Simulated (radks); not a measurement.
Problem. All-electron atom: Ru+ in [Kr] 4d7. Method: scalar-relativistic Kohn-Sham, LDA (Slater exchange, Perdew-Wang correlation), spin-polarised, spherical densities, point nucleus; open shells are filled with parallel spins first (spin-orbit coupling, left out, can overturn this in heavy ions); computed with a radial shooting solver on a logarithmic mesh with Libxc functionals. Some entries of the table are withheld. Estimate them.

orbital,occ.,eigenvalue (eV),r(max) (bohr)
1s up,1,-21915.82,0.02174
1s down,1,-21915.82,0.02174
2s up,1,-3158.157,0.1231
2s down,1,-3157.768,0.1231
2p up,3,-2831.234,0.09825
2p down,3,-2830.929,0.09825
3s up,1,-561.6659,0.3621
3s down,1,-561.3899,0.3621
3p up,3,-454.2593,0.3551
3p down,3,-453.9589,0.3551
3d up,5,-280.8847,0.3006
3d down,5,-280.4830,0.3006
4s up,1,-84.6091,(1)
4s down,1,-82.8554,(2)
4p up,3,(3),0.9824
4p down,3,(4),0.9800
4d up,5,-13.5247,1.216
4d down,2,-11.7728,1.216

Solution. 
(1) 4s up r(max) (bohr): 0.9138
(2) 4s down r(max) (bohr): 0.9119
(3) 4p up eigenvalue (eV): -54.7692
(4) 4p down eigenvalue (eV): -52.9331
